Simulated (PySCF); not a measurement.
# From a computed spectrum to the compound

A species of 7 atoms with charge 1 has these harmonic modes (PBE0, small Gaussian bases with core potentials, PySCF 2.14.0):

```json
{"cm⁻¹": "65", "km/mol": "4.5", "symmetry": "a''"}
{"cm⁻¹": "267", "km/mol": "10.8", "symmetry": "a'"}
{"cm⁻¹": "270", "km/mol": "19.4", "symmetry": "a''"}
{"cm⁻¹": "382", "km/mol": "4.6", "symmetry": "a'"}
{"cm⁻¹": "474", "km/mol": "339.4", "symmetry": "a'"}
{"cm⁻¹": "553", "km/mol": "198.5", "symmetry": "a'"}
{"cm⁻¹": "602", "km/mol": "74.5", "symmetry": "a''"}
{"cm⁻¹": "694", "km/mol": "17.7", "symmetry": "a''"}
{"cm⁻¹": "707", "km/mol": "34.6", "symmetry": "a'"}
{"cm⁻¹": "1634", "km/mol": "127.5", "symmetry": "a'"}
{"cm⁻¹": "1863", "km/mol": "289.6", "symmetry": "a''"}
{"cm⁻¹": "1865", "km/mol": "281.5", "symmetry": "a'"}
{"cm⁻¹": "1892", "km/mol": "67.7", "symmetry": "a'"}
{"cm⁻¹": "3727", "km/mol": "323.9", "symmetry": "a'"}
{"cm⁻¹": "3796", "km/mol": "321.3", "symmetry": "a''"}
```

Problem. Which species is it, and in which structure?

Solution. [HfH3(H2O)]+ (singlet):
```xyz
7

Hf    0.1143   -0.1096    0.1096
H     1.1490    0.8929    1.1975
H    -0.9323   -1.1489    1.1489
H     1.1490   -1.1975   -0.8929
O    -1.1800    1.1389   -1.1389
H    -1.5191    2.0269   -0.9204
H    -1.5191    0.9204   -2.0269
```
Ideal gas at 298.15 K and 1 bar: S = 316.0 J/(mol K), Cp = 84.2 J/(mol K), H − H(0 K) = 17.5 kJ/mol (rigid rotor, harmonic modes, spin degeneracy alone). 
 This is one of several that fit.
